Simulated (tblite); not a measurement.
Compound: C4H12GeSi.
Bonds: C1–C2 (double), C2–C3, C3–Ge4, Ge4–C5, C5–Si6. Hydrogens: H7, H8 on C1; H9 on C2; H10, H11 on C3; H12, H13 on Ge4; H14, H15 on C5; H16, H17, H18 on Si6.

Computed with GFN2-xTB (tblite), gas phase: L-BFGS steps from a force-field or distance-geometry start until the largest atomic force falls under 0.01 eV/Å.

Step 69: E = -497.4728 eV
```
atom  x, y, z in Å  |  force x, y, z in eV/Å
C1      2.8840    0.7268   -0.3052   -0.008  -0.028  -0.007
C2      1.6282    0.6502   -0.7116    0.021   0.036  -0.001
C3      0.9661   -0.5834   -1.2101    0.027   0.020   0.011
Ge4    -0.1698   -1.3982    0.2104    0.001  -0.019   0.024
C5     -1.2765   -0.0704    1.1620    0.001  -0.012  -0.005
Si6    -2.5616    0.7811    0.0560    0.008   0.004  -0.011
H7      3.3118    1.6438    0.0655   -0.023  -0.019  -0.014
H8      3.5409   -0.1282   -0.3341   -0.014  -0.001  -0.005
H9      0.9984    1.5316   -0.6720   -0.015  -0.019   0.012
H10     0.3384   -0.3514   -2.0717   -0.016  -0.001   0.010
H11     1.7077   -1.3208   -1.5177    0.019   0.007  -0.012
H12    -1.0377   -2.4807   -0.3949    0.014   0.006   0.001
H13     0.7278   -2.1057    1.2054   -0.004   0.006  -0.006
H14    -0.6100    0.6708    1.6025   -0.008   0.008   0.002
H15    -1.7816   -0.5695    1.9881   -0.003   0.000   0.005
H16    -1.8882    1.5493   -0.9954    0.008   0.006  -0.007
H17    -3.4235   -0.2303   -0.5610   -0.005   0.005   0.002
H18    -3.3632    1.6912    0.8791   -0.004   0.000   0.001
```

Step 70: E = -497.4730 eV
```
atom  x, y, z in Å  |  force x, y, z in eV/Å
C1      2.8868    0.7285   -0.3088   -0.028  -0.028  -0.024
C2      1.6289    0.6496   -0.7093    0.039   0.034   0.020
C3      0.9683   -0.5844   -1.2070    0.011   0.011   0.015
Ge4    -0.1704   -1.4002    0.2116    0.004  -0.025   0.024
C5     -1.2787   -0.0722    1.1605    0.002  -0.006  -0.001
Si6    -2.5622    0.7819    0.0546    0.006   0.005  -0.009
H7      3.3126    1.6462    0.0613   -0.013  -0.013  -0.007
H8      3.5470   -0.1239   -0.3452   -0.022   0.006  -0.001
H9      0.9952    1.5281   -0.6630   -0.005  -0.017   0.012
H10     0.3384   -0.3510   -2.0666   -0.008  -0.011  -0.001
H11     1.7106   -1.3212   -1.5145    0.010   0.010  -0.020
H12    -1.0376   -2.4824   -0.3959    0.016   0.008   0.000
H13     0.7241   -2.1088    1.2090   -0.006   0.009  -0.009
H14    -0.6114    0.6683    1.6006   -0.004   0.016   0.005
H15    -1.7844   -0.5686    1.9879   -0.004  -0.007   0.001
H16    -1.8876    1.5514   -0.9954    0.007   0.003  -0.006
H17    -3.4258   -0.2271   -0.5639   -0.003   0.006   0.002
H18    -3.3625    1.6919    0.8793   -0.002  -0.001  -0.001
```

Question: Estimate the geometry and energy of step 71. (The exact step hangs on the optimiser's Hessian estimate; all steps are aligned on step 70, rigid shifts and turns removed.)

Answer: E = -497.4732 eV, largest force 0.026 eV/Å
```
atom  x, y, z in Å  |  force x, y, z in eV/Å
C1      2.8874    0.7288   -0.3105   -0.003  -0.005  -0.020
C2      1.6295    0.6501   -0.7082    0.002   0.007   0.018
C3      0.9692   -0.5839   -1.2048   -0.008  -0.004   0.011
Ge4    -0.1703   -1.4020    0.2132    0.009  -0.016   0.012
C5     -1.2793   -0.0736    1.1601    0.001   0.003   0.004
Si6    -2.5614    0.7818    0.0532    0.002   0.006  -0.007
H7      3.3123    1.6467    0.0591    0.001  -0.002   0.001
H8      3.5482   -0.1220   -0.3515   -0.008  -0.011   0.003
H9      0.9941    1.5263   -0.6587   -0.012   0.006   0.015
H10     0.3361   -0.3492   -2.0619    0.001  -0.020  -0.004
H11     1.7117   -1.3199   -1.5142    0.000   0.014  -0.022
H12    -1.0372   -2.4829   -0.3965    0.016   0.005  -0.001
H13     0.7217   -2.1113    1.2116   -0.001   0.006  -0.005
H14    -0.6119    0.6673    1.5994   -0.002   0.017   0.005
H15    -1.7856   -0.5675    1.9886   -0.005  -0.011  -0.004
H16    -1.8858    1.5514   -0.9961    0.007   0.002  -0.005
H17    -3.4262   -0.2259   -0.5660   -0.001   0.006   0.002
H18    -3.3614    1.6921    0.8783    0.000  -0.003  -0.004
```

The energy changes by -0.0002 eV. The first-order estimate −F·Δx gives -0.0003 eV and the mean of the old and new forces, exact on a quadratic surface, -0.0002 eV. The step makes an angle of 76° with the force vector and moves no atom by more than 0.007 Å.

The cost below is that of the whole relaxation. Hardware: one thread of an Arm Neoverse V2, shared host with 96 logical CPUs at a one-minute load of 64. Cost: 0.64 s of wall time.
